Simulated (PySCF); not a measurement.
PySCF input (M06-2X/6-31G* with LANL2DZ past Ar (5d)):

```python
from pyscf import gto, dft

mol = gto.M(
    atom='''
    Ge   -0.00000000   -0.00000000   -0.00000000
    H     0.01334400   -0.02292400    1.72509300
    H    -0.01334400    0.02292400   -1.72509300
    H     1.59004200    0.02108800   -0.01201900
    H    -0.81314400    1.36639000    0.02444800
    H    -0.77689800   -1.38747900   -0.01242800
    ''',
    basis={'default': '6-31g*', 'Ge': 'lanl2dz'},
    ecp={'Ge': 'lanl2dz'},
    charge=-1,
    spin=0,
    verbose=4,
)

mf = dft.RKS(mol, xc='m062x')
mf.grids.level = 4
mf.conv_tol = 1e-9
mf.max_cycle = 100
mf.max_memory = 1500
mf.kernel()
if not mf.converged:
    mf = mf.newton()
    mf.kernel(mf.make_rdm1())
mf.dip_moment()
```

Output:

```
PySCF version 2.14.0

[INPUT] verbose = 4
[INPUT] num. atoms = 6
[INPUT] num. electrons = 10
[INPUT] charge = -1
[INPUT] spin (= nelec alpha-beta = 2S) = 0
[INPUT] symmetry False subgroup None
[INPUT] Mole.unit = angstrom
[INPUT] Symbol           X                Y                Z      unit          X                Y                Z       unit  Magmom
[INPUT]  1 Ge     0.000000000000   0.000000000000   0.000000000000 AA    0.000000000000   0.000000000000   0.000000000000 Bohr   0.0
[INPUT]  2 H      0.013344000000  -0.022924000000   1.725093000000 AA    0.025216505406  -0.043320081680   3.259953309404 Bohr   0.0
[INPUT]  3 H     -0.013344000000   0.022924000000  -1.725093000000 AA   -0.025216505406   0.043320081680  -3.259953309404 Bohr   0.0
[INPUT]  4 H      1.590042000000   0.021088000000  -0.012019000000 AA    3.004743906556   0.039850544515  -0.022712618291 Bohr   0.0
[INPUT]  5 H     -0.813144000000   1.366390000000   0.024448000000 AA   -1.536619459833   2.582102879344   0.046200024293 Bohr   0.0
[INPUT]  6 H     -0.776898000000  -1.387479000000  -0.012428000000 AA   -1.468124446722  -2.621955313585  -0.023485516276 Bohr   0.0

nuclear repulsion = 8.52986079645251
number of shells = 14
number of NR pGTOs = 32
number of NR cGTOs = 18
basis = {'default': '6-31g*', 'Ge': 'lanl2dz'}
ecp = {'Ge': 'lanl2dz'}

******** <class 'pyscf.dft.rks.RKS'> ********
method = RKS
initial guess = minao
damping factor = 0
level_shift factor = 0
DIIS = <class 'pyscf.scf.diis.CDIIS'>
diis_start_cycle = 1
diis_space = 8
diis_damp = 0
SCF conv_tol = 1e-09
SCF conv_tol_grad = None
SCF max_cycles = 100
direct_scf = True
direct_scf_tol = 1e-13
XC library pyscf.dft.libxc version 7.1.2
    S. Lehtola, C. Steigemann, M. J. T. Oliveira, and M. A. L. Marques,  SoftwareX 7, 1–5 (2018)
XC functionals = m062x
    Y. Zhao and D. G. Truhlar,  Theor. Chem. Acc. 120, 215 (2008)
    Y. Zhao and D. G. Truhlar,  Theor. Chem. Acc. 120, 215 (2008)
radial grids:
    Treutler-Ahlrichs [JCP 102, 346 (1995); DOI:10.1063/1.469408] (M4) radial grids

becke partition: Becke, JCP 88, 2547 (1988); DOI:10.1063/1.454033
pruning grids: <function nwchem_prune>
grids dens level: 4
symmetrized grids: False
atomic radii adjust function: <function treutler_atomic_radii_adjust>
small_rho_cutoff = 0
Set gradient conv threshold to 3.16228e-05
Initial guess from minao.
tot grids = 108728
init E= 5.91617815305724
  HOMO = -0.141439904472117  LUMO = 0.137177583384404  gap/eV = 7.58157
cycle= 1 E= -6.57708439712444  delta_E= -12.5  |g|= 0.37  |ddm|= 2.78
  HOMO = -0.0281280560777305  LUMO = 0.262642119904562  gap/eV = 7.91226
cycle= 2 E= -6.62955326072466  delta_E= -0.0525  |g|= 0.134  |ddm|= 0.787
  HOMO = -0.0109790764987001  LUMO = 0.298754353855614  gap/eV = 8.42828
cycle= 3 E= -6.63868373935832  delta_E= -0.00913  |g|= 0.00703  |ddm|= 0.234
  HOMO = -0.0146531672902444  LUMO = 0.29613299290473  gap/eV = 8.45692
cycle= 4 E= -6.63871244295135  delta_E= -2.87e-05  |g|= 0.000759  |ddm|= 0.0169
  HOMO = -0.0143003285420265  LUMO = 0.296268964004119  gap/eV = 8.45102
cycle= 5 E= -6.63871290605134  delta_E= -4.63e-07  |g|= 0.00018  |ddm|= 0.00332
  HOMO = -0.0143552544125842  LUMO = 0.296271479569993  gap/eV = 8.45258
cycle= 6 E= -6.63871292880344  delta_E= -2.28e-08  |g|= 2.57e-05  |ddm|= 0.000551
  HOMO = -0.0143599858355073  LUMO = 0.296265150757965  gap/eV = 8.45254
cycle= 7 E= -6.63871292950386  delta_E= -7e-10  |g|= 3.55e-06  |ddm|= 0.000167
  HOMO = -0.0143601325110804  LUMO = 0.296265634964515  gap/eV = 8.45256
Extra cycle  E= -6.63871292951937  delta_E= -1.55e-11  |g|= 8.33e-07  |ddm|= 2.22e-05
converged SCF energy = -6.63871292951937

WARN: System has nonzero charge -1; the dipole moment is origin-dependent.
Location of origin: [0. 0. 0.]

Dipole moment(X, Y, Z, Debye):  0.00004, -0.00001,  0.00002
```

The dipole moment of an ion depends on the origin.

The geometry given is a B3LYP-D3(BJ)/def2-TZVP minimum.
